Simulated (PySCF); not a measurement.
## AsO at ωB97X

Computed with ωB97X; PySCF, no relativity, basis sets As def2-TZVPPD, O def2-TZVPPD.

For AsO, the state is ²Π (doublet), unpaired electrons π ↑. The bond length is 1.610 Å, the harmonic wavenumber is 1057 cm⁻¹ and the force constant is 8.68 mdyn/Å. The rotational constant Be is 0.4932 cm⁻¹, the anharmonicity ωexe is 3.73 cm⁻¹ and the vibration–rotation constant αe is 0.00268 cm⁻¹. The well depth De to As + O is 5.14 eV. The dissociation energy D0 is 5.08 eV. The bond order (Mayer) is 1.99 and the dipole moment (positive dipole means As(−)O(+)) is -2.73 D.

Spin–orbit coupling is left out. The state is the lowest determinant that a PBE0 search found; another state may lie lower at other levels.
